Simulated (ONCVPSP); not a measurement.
**Cutoff test, lithium (Li), ONCV**

ONCVPSP 4.0.1 input, shortened (lines: element, Z, core and valence counts, functional; n l f; lmax; l rc ep ncon nbas qcut; lloc lpopt rc5 dvloc0; l nproj debl; icmod fcfact rcfact), PBEsol, non-relativistic:

```
  Li 3.00    1    1  -116133      upf
    1    0    2.00
    2    0    1.00
    1
    0    2.30    0.00    4    9    3.70
    1    2.10    0.32    5    9    3.20
    4    5    1.90    4.00
    0    3    1.00
    1    2    1.50
    0    0.00    0.00
```

For each optimised wave give the share of its norm inside rc, the residual kinetic energy above qcut (Ha) and the cutoffs (Ha) for errors of 10, 1, 0.1 and 0.01 mHa per electron.

```csv
wave,norm inside rc,residual KE,10 mHa,1 mHa,0.1 mHa,0.01 mHa
2s,0.148,4.8e-07,0.5,2.4,3.8,4.9
s projector 2,0.315,3.0e-04,3.4,4.3,32.3,57.7
s projector 3,0.173,5.2e-03,5.7,14.5,68.9,79.2
p projector 1,0.214,2.3e-03,3.1,6.8,46.2,57.5
p projector 2,0.179,2.3e-02,6.4,10.4,30.8,57.6
```

The occupied waves need 2.4 Ha and 3.8 Ha for 1 and 0.1 mHa. The cutoffs count occupied waves only; projector 3 of the s channel, the hardest unoccupied one, needs 14 Ha at the loose tolerance. Note: ghosts flagged at negative energy: s at -13.8 eV; no localised positive-energy state flagged. A true bound ghost makes a file unfit for plane-wave use. 1 of 2 tests not solved or not reliable.
